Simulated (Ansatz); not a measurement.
Li8Sn. Charge 0, multiplicity 1. Geometry PBE0-D4/def2-SVP, basis def2-TZVP, Ansatz.

```xyz
9

Li    2.470    0.809   -0.517
Li    1.512   -0.387   -3.238
Li   -1.006    2.206    2.622
Li   -1.963   -1.469   -2.396
Li   -1.889   -0.492    0.713
Li    0.521   -1.447   -0.543
Li   -0.420    0.977   -1.298
Li    0.238   -0.853    3.349
Sn    0.537    0.655    1.308
```

| run | HOMO (eV) | LUMO (eV) |
| --- | --- | --- |
| A | -2.52 | -1.87 |
| B | -2.65 | -1.89 |
| C | -2.97 | -1.57 |
| D | -3.57 | -0.84 |
| E | -2.56 | -2.06 |

In the def2 sets Sn takes a core potential; there is no spin–orbit coupling. HSE06 is defined as in plane-wave codes, on full-range PBE exchange. Another isomer (singlet) lies 0.20 eV lower at PBE0-D4/def2-TZVP; other spin states weren't run for this one.

Question: The runs used CAM-B3LYP, HSE06, PBE, PBE0, r2SCAN. Estimate which is which.

Answer: A r2SCAN (0 % exact exchange); B HSE06 (range-separated); C PBE0 (25 % exact exchange); D CAM-B3LYP (range-separated); E PBE (0 % exact exchange). Exact exchange lowers occupied and raises empty levels; among semilocal functionals meta-GGAs tend to open the gap a little, and such runs are hard to tell apart. The gap grows from 0.50 eV (PBE) to 2.73 eV (CAM-B3LYP). The restricted singlet is unstable towards broken spin symmetry in Hartree–Fock (as tested in another run); at r2SCAN-D4/def2-TZVP, HSE06-D4/def2-TZVP, PBE0-D4/def2-TZVP, CAM-B3LYP-D4/def2-TZVP and others this wasn't settled.
